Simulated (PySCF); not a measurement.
Compound: C₅H₁₀OSi.
Geometry (PBE0-D3(BJ)/def2-SVP, Å), atoms numbered from 1 in this order:
```xyz
17
C5H10OSi angstrom
C      3.0662    0.7583    1.2233
C      1.8943    0.2066    0.8707
C      0.9193    0.8289    0.0007
C     -0.2565    0.2683   -0.3536
C     -1.2544    0.9144   -1.2565
O     -0.5720   -0.9670    0.1121
Si    -1.9952   -1.8467    0.0710
H      3.3643    1.7471    0.8603
H      3.7638    0.2397    1.8847
H      1.6295   -0.7852    1.2516
H      1.1447    1.8193   -0.4032
H     -1.4181    0.3073   -2.1631
H     -0.9179    1.9113   -1.5670
H     -2.2320    1.0249   -0.7553
H     -2.4243   -2.1180   -1.3336
H     -3.0936   -1.1248    0.7815
H     -1.6812   -3.1210    0.7671
```

The calculation used core-valence-separated Tamm–Dancoff BHandHLYP/aug-pcX-1 (pcseg-1 on H, def2-SVPD on Si) in PySCF, non-relativistic, gas phase, PBE0-D3(BJ)/def2-SVP geometry. Absolute energies from this functional tend to lie a few eV below measured edges; no shift was applied.

**Question.** What does the C 1s absorption edge look like?

**Answer.** 
```tsv
E (eV)	f	core hole on	main final orbital	polarisation
282.37	0.0559	C1	LUMO (75 %)	normal to the local trigonal plane
282.72	0.0532	C2	LUMO (70 %)	normal to the local trigonal plane
283.12	0.0467	C3	LUMO (67 %)	normal to the local trigonal plane
284.35	0.0688	C4	LUMO (70 %)	normal to the local trigonal plane
285.57	0.0090	C1	LUMO+3 (53 %)	in the local trigonal plane
285.60	0.0162	C3	LUMO+1 (31 %)	in the local trigonal plane
285.68	0.0134	C5	LUMO/LUMO+1 (2 roots, f summed)	–
286.01	0.0222	C1	spread	in the local trigonal plane
286.10	0.0148	C3	spread	normal to the local trigonal plane
286.15	0.0167	C2	LUMO+4 (42 %)	in the local trigonal plane
286.39	0.0302	C5	spread	–
286.50	0.0046	C3	LUMO+1 (31 %)	in the local trigonal plane
286.65	0.0102	C2	spread	normal to the local trigonal plane
286.74	0.0311	C5	LUMO+6 (44 %)	–
286.75	0.0000	C1	LUMO+1 (61 %)	–
286.76	0.0003	C3	LUMO+2 (55 %)	–
286.79	0.0014	C2	LUMO+1 (35 %)	in the local trigonal plane
286.90	0.0026	C5	LUMO+2 (71 %)	–
286.97	0.0053	C1	LUMO+6 (40 %)	normal to the local trigonal plane
287.01	0.0003	C2	LUMO+3 (55 %)	–
287.05	0.0002	C3	LUMO+4 (49 %)	–
287.15	0.0057	C3	LUMO+6 (69 %)	normal to the local trigonal plane
```

The first line with a tenth or more of the strongest one's intensity is at 282.37 eV (f = 0.056), with the hole on C1 (terminal =CH2 carbon), polarised normal to the local trigonal plane: a 1s→π* resonance. The strongest listed is at 284.35 eV (f = 0.069; C4, 1s→π*).

**Question.** Give energies, oscillator strengths and core holes at the O K edge.

**Answer.** 
```
E (eV)       f  core hole on  main final orbital
532.96  0.0116            O6       LUMO+2 (55 %)
533.05  0.0098            O6         LUMO (69 %)
534.41  0.0068            O6       LUMO+4 (32 %)
534.69  0.0120            O6       LUMO+8 (61 %)
534.92  0.0024            O6       LUMO+1 (39 %)
535.15  0.0087            O6              spread
535.49  0.0034            O6              spread
```

The first line with a tenth or more of the strongest one's intensity is at 532.96 eV (f = 0.012), with the hole on O6 (silyl ether oxygen). The strongest listed is at 534.69 eV (f = 0.012; O6).

Roots within 0.03 eV whose holes lie on the same, on equivalent or on shared atoms are summed into one line, and the highest roots are left out, as the search may have cut off their partners. Final orbitals are the ground state's empty Kohn–Sham orbitals. A dash: too weak, shared between unlike atoms, or no plane or axis to refer to.

**Question.** What are the wavelength and the wavenumber of the 284.35 eV line?

**Answer.** λ = 12398.42 eV Å/284.35 eV = 43.603 Å; 2.2934 × 10⁶ cm⁻¹.

The ionisation thresholds weren't computed; near and above them a finite basis only mimics Rydberg series and continuum.

One conformer stands for the species.
